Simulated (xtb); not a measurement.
In(H)(Me)(OH) (CH₅InO), SMILES [InH]([OH])[CH3]. All values are semi-empirical tight-binding results from xtb (GFN2-xTB unless named), good for trends rather than for accurate numbers. Coordinates come from a GFN2-xTB optimisation. One conformer was computed; it need not be the lowest.

For metal compounds this method's bond lengths and energies can be far off.

Estimate the properties. (An estimate is asked for; the answer gives what the named calculation found.)


```json
{
  "orbital_gap": "4.03 eV",
  "zero_point_energy": "31.6 kcal/mol",
  "G − E(el) at 298.15 K (modified RRHO)": "12.5 kcal/mol"
}
```
